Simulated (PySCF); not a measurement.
Compounds:

A. `C=CP(C#CC)c1ccco1`
B. `Cc1ncnn1[Si](C)(C)C`
C. SMILES CC(C)(C)n1nncc1[SiH3]

Spectrum 1. 1H NMR (400 MHz, computed): δ 7.80 (s, 1H), 2.58 (s, 3H), 0.46 (s, 9H). 13C{1H} NMR (computed): δ 162.4 (C), 156.9 (CH), 15.9 (CH3), 0.4 (CH3).

Spectrum 2. 1H NMR (400 MHz, computed): δ 7.98 (s, 1H), 4.72 (s, 3H), 1.77 (s, 9H). 13C{1H} NMR (computed): δ 150.8 (CH), 126.1 (C), 58.1 (C), 32.4 (CH3).

Spectrum 3. 1H NMR (400 MHz, computed): δ 7.71 (m, 1H), 7.04 (m, 1H), 6.66 (m, 1H), 6.63 (m, 1H), 6.16 (m, 1H), 6.04 (m, 1H), 2.34 (s, 3H). 13C{1H} NMR (computed): δ 158.3 (C), 151.3 (CH), 144.5 (CH), 128.7 (CH2), 121.0 (CH), 117.5 (CH), 116.5 (C), 79.7 (C), 6.4 (CH3).

- NMR shieldings at PBE0/pcSseg-1/GIAO
- structure optimised with GFN2-xTB
- run in PySCF
- rapidly exchanging positions averaged, one conformer, gas phase, no relativistic terms

Referencing at the same level of theory: 1H (31.72 ppm), 13C (186.93 ppm) against TMS. Splittings of carbon signals by F and P are missing where no couplings were computed. Where no couplings were computed, multiplicities follow the n + 1 count of equivalent neighbours, and m marks all less simple cases (inequivalent or close neighbours, rings, F or P nearby). Shifts are as computed. Against solution values, carbons near 30 ppm lie about +3 ppm off and those near 130 ppm about +5 ppm. Of 1211 compounds with measured shifts, 218 miss one by over three times the rms of a fit or turn the order of signals round; such compounds aren't used in these exercises.

Q: Match each spectrum to its structure.

A: 1–B, 2–C, 3–A.

- Spectrum 1 (B): 4 13C signals; δC 15.9 is a methyl carbon on an aromatic ring; δC 0.4 is a methyl carbon bonded to Si.
- Spectrum 2 (C): 4 13C signals; δC 150.8 is an aromatic CH next to a ring nitrogen; δC 58.1 is a fully substituted sp3 carbon bonded to N.
- Spectrum 3 (A): 9 13C signals; δC 144.5 is an alkene CH; δC 128.7 is a terminal =CH2 carbon.
